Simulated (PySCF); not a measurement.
CuI, SMILES [Cu][I], multiplicity 1.

Geometry optimised at PBE0-D3(BJ)/def2-TZVP. The spin state was assumed, not searched. The def2 effective core potentials stand for the cores of I; spin–orbit coupling is left out.

Computed with PBE0/def2-TZVPD (PySCF).

Gas-phase values at a fixed geometry.

Computed frontier levels, gap, dipole moment and polarisability:
```json
{
 "highest_occupied_level": "-6.84 eV",
 "lowest_empty_level": "-2.92 eV",
 "orbital_gap": "3.92 eV",
 "dipole_moment": "4.64 D",
 "quadrupole, principal values (traceless, Buckingham form, about the centre of nuclear charge)": "-5.38, -5.38, 10.76 D·Å",
 "mean_static_polarisability": "62.0 bohr³ (9.18 Å³)",
 "polarisability_principal_values": "52.6, 52.6, 80.6 bohr³"
}
```
